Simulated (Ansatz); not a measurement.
The cluster Na3Cl3⁺. The state is a doublet with charge 1. Geometry B3LYP-D4/def2-SVP.

```xyz
6

Na   -0.086   -0.042   -0.287
Na    1.104    0.515    4.081
Na   -1.333   -0.625   -5.013
Cl   -0.272   -0.815    2.300
Cl    1.308    1.309    1.599
Cl   -0.721   -0.343   -2.680
```

In the doublet, Cl4 and Cl5 lie 2.74 Å apart (atoms count from 1), so these atoms are partly bonded to each other. Another isomer (doublet) lies 0.17 eV lower at PBE0-D4/def2-TZVP; other spin states weren't run for this one.

Estimate the α-spin orbital energies around the gap (eV) in Ansatz with LDA (SPW92)/def2-TZVP, PBE-D4/def2-SVP, PBE-D4/def2-TZVP, BLYP-D4/def2-TZVP, PBE0-D4/def2-TZVP.


```
orbital  LDA (SPW92)/def2-TZVP  PBE-D4/def2-SVP  PBE-D4/def2-TZVP  BLYP-D4/def2-TZVP  PBE0-D4/def2-TZVP
HOMO−13                 -31.53           -31.23            -31.34             -31.36             -34.73
HOMO−12                 -31.50           -31.20            -31.30             -31.33             -34.71
HOMO−11                 -23.28           -23.02            -23.21             -23.02             -25.89
HOMO−10                 -22.44           -22.18            -22.39             -22.21             -25.02
 HOMO−9                 -21.13           -20.84            -21.05             -20.91             -23.52
 HOMO−8                 -12.72           -12.43            -12.58             -12.35             -14.25
 HOMO−7                 -11.81           -11.48            -11.60             -11.42             -13.07
 HOMO−6                 -11.20           -10.82            -11.00             -10.83             -12.49
 HOMO−5                 -11.02           -10.70            -10.83             -10.66             -12.25
 HOMO−4                 -10.45           -10.08            -10.27             -10.10             -11.71
 HOMO−3                 -10.40           -10.06            -10.20             -10.06             -11.53
 HOMO−2                  -9.99            -9.72             -9.90              -9.72             -11.38
 HOMO−1                  -9.53            -9.15             -9.36              -9.22             -10.69
   HOMO                  -9.52            -9.15             -9.35              -9.21             -10.69
   LUMO                  -4.72            -4.73             -4.77              -4.92              -4.13
 LUMO+1                  -4.59            -4.63             -4.68              -4.83              -4.05
 LUMO+2                  -3.34            -3.13             -3.26              -3.27              -2.64
 LUMO+3                  -2.60            -2.42             -2.61              -2.67              -2.14
 LUMO+4                  -2.59            -2.32             -2.57              -2.63              -2.08
 LUMO+5                  -2.47            -2.32             -2.53              -2.62              -2.07
 β HOMO                  -9.52            -9.15             -9.35              -9.21             -10.69
 β LUMO                  -9.17            -8.67             -8.84              -8.71              -7.93
```
